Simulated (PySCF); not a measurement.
C2H6Mg, SMILES [CH3][Mg][CH3]. Atoms are numbered in the order given.

```xyz
9

Mg     0.0000     0.0000     0.0000
C      0.0000     0.0000    -2.1001
H      0.8197     0.6120    -2.5096
H     -0.9399     0.4039    -2.5096
H      0.1201    -1.0159    -2.5096
C      0.0000     0.0000     2.1001
H      0.8197    -0.6120     2.5096
H     -0.9399    -0.4039     2.5096
H      0.1201     1.0159     2.5096
```

Geometry optimised at PBE-D3(BJ)/def2-TZVP. The isomer is the one that the SMILES or the coordinates give; other isomers of the formula were not compared.

Level of theory: PySCF with PBE-D3(BJ)/def2-TZVP.

Frequencies are harmonic and unscaled.

Modes within 1.5 cm⁻¹ of each other (mostly degenerate sets) share a row, with their intensities summed.

```csv
mode,ν (cm⁻¹),IR (km/mol),moving atoms (share of kinetic energy)
1,18,0.0,H 100 %
2–3,106,33.6,"Mg 49 %, H 27 %, C 24 %"
4,419,0.0,"C 81 %, H 19 %"
5–6,498,0.0,"H 86 %, C 14 %"
7–8,581,255.2,"H 76 %, C 18 %"
9,612,68.8,"Mg 55 %, C 35 %, H 10 %"
10–11,1107,0.8,"H 83 %, C 17 %"
12–13,1399,0.0,H 95 %
14–15,1401,0.1,H 95 %
16,2949,55.3,H 97 %
17,2951,0.0,H 97 %
18–21,3028,68.4,"H 91 %, C 9 %"
```
